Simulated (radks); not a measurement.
Task: The mean radii <r> (bohr) of the occupied orbitals of an atom or ion are listed with their occupations. Calculated with a radial shooting solver on a logarithmic mesh with Libxc functionals: scalar-relativistic Kohn-Sham, SCAN, spin-polarised, spherical densities, finite nucleus; meta-GGA in the generalised Kohn-Sham scheme; Fermi nuclear charge, rms radius of each element as measured or else 0.836 A^(1/3) + 0.57 fm.

| orbital | occ. | <r> |
|---|---|---|
| 1s up | 1 | 0.01632 |
| 1s down | 1 | 0.01632 |
| 2s up | 1 | 0.06873 |
| 2s down | 1 | 0.06873 |
| 2p up | 3 | 0.06234 |
| 2p down | 3 | 0.06234 |
| 3s up | 1 | 0.1774 |
| 3s down | 1 | 0.1774 |
| 3p up | 3 | 0.1792 |
| 3p down | 3 | 0.1792 |
| 3d up | 5 | 0.1625 |
| 3d down | 5 | 0.1625 |
| 4s up | 1 | 0.3914 |
| 4s down | 1 | 0.3915 |
| 4p up | 3 | 0.4171 |
| 4p down | 3 | 0.4171 |
| 4d up | 5 | 0.4397 |
| 4d down | 5 | 0.4395 |
| 5s up | 1 | 0.8755 |
| 5s down | 1 | 0.8728 |
| 4f up | 7 | 0.4676 |
| 4f down | 7 | 0.4668 |
| 5p up | 3 | 0.9975 |
| 5p down | 3 | 0.9969 |
| 5d up | 5 | 1.316 |
| 5d down | 3 | 1.317 |
| 6s up | 1 | 2.307 |
| 6s down | 1 | 2.227 |
| 6p up | 3 | 3.058 |

Name the element and its charge. Open shells, if any, are filled with parallel spins first.

Result: Z = 81, thallium, charge 0: Tl in [Xe] 4f14 5d8 6s2 6p3. The 1s radius gives Z: for a bare nucleus <r> = (2 gamma + 1)/(2Z) with gamma = sqrt(1 - (Z/c)^2), 0.01613 bohr for Z = 81, and screening makes it slightly larger (0.01632 here). The occupations add up to 81, and the charge is Z minus that.
